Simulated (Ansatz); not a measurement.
trans-NiH2(NH3)2 (NiN₂H₈). The state is a singlet with charge 0. Geometry B3LYP-D4/def2-SVP; atoms count from 1.

```xyz
11

N     1.041    1.395   -0.813
N    -1.040   -1.393    0.817
Ni    0.001    0.001    0.003
H    -1.208    0.990    0.057
H     2.010    1.138   -1.001
H     1.035    2.226   -0.219
H     0.606    1.673   -1.696
H     1.208   -0.990   -0.058
H    -0.570   -1.728    1.661
H    -1.093   -2.195    0.185
H    -1.989   -1.116    1.064
```

The restricted singlet is unstable towards broken spin symmetry at other levels; at PBE0-D4/def2-TZVP this wasn't settled. Another isomer (singlet) lies 0.12 eV lower at PBE0-D4/def2-TZVP; other spin states weren't run for this one.

Question: Estimate the Mulliken populations from the PBE0/def2-TZVP orbitals of Ansatz.

Answer: 
```csv
atom,charge (e),d electrons
N1,-0.54,–
N2,-0.54,–
Ni3,0.02,8.80
H4,-0.30,–
H5,0.28,–
H6,0.28,–
H7,0.28,–
H8,-0.30,–
H9,0.28,–
H10,0.28,–
H11,0.28,–
```
Mulliken values depend strongly on the basis.

Question: And the Mayer bond orders between heavy atoms (over 0.3)?

Answer: N1–Ni3 0.44 (1.92 Å); N2–Ni3 0.44 (1.92 Å).
